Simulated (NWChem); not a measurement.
Molecule: C$_{2}$H$_{4}$FNOSi; SMILES F[Si@@H]1COC=N1

```xyz
10

F      0.0493     2.0060    -0.6243
Si    -0.0338     0.7927     0.4498
C      1.2929    -0.5319     0.1250
O      0.5085    -1.6640    -0.2904
C     -0.8123    -1.4143    -0.2407
N     -1.3363    -0.3103     0.1098
H     -0.0617     1.4292     1.7866
H      1.8739    -0.8270     1.0129
H      2.0019    -0.2885    -0.6811
H     -1.3819    -2.3046    -0.5472
```
Atoms are numbered in this order, from 1.

Program: NWChem. Medium grid unless said otherwise, to which SCAN and Minnesota functionals are sensitive. Geometry: optimised at PBE0/def2-SVP. B3LYP is NWChem's, with the RPA form of VWN correlation. Total energies of different functionals are on different scales.

```csv
level,energy (Ha),highest occupied level (eV),orbital gap (eV),dipole (D)
B3LYP/def2-SVP,-597.6827,-7.64,7.12,2.31
PBE/def2-SVP,-597.1830,-6.40,5.06,2.28
PW91/def2-SVP,-597.5516,-6.45,5.06,2.27
MN15-L/def2-SVP,-597.2718,-7.17,6.31,2.31
N12/def2-SVP,-597.5589,-6.34,5.14,2.31
BP86/def2-SVP,-597.6914,-6.50,5.09,2.29
CAM-B3LYP/def2-SVP,-597.5571,-9.31,10.23,2.34
M05-2X/def2-SVP,-597.6185,-9.40,10.24,2.40
"LC-wPBE (HJS exchange hole, range parameter 0.4 per bohr)/def2-SVP",-597.3424,-10.74,12.80,2.38
HCTH/407/def2-SVP,-597.6226,(withheld),5.17,2.28
```

### Question
Complete the blanks.

### Answer

- HCTH/407/def2-SVP, highest occupied level (eV): -6.61
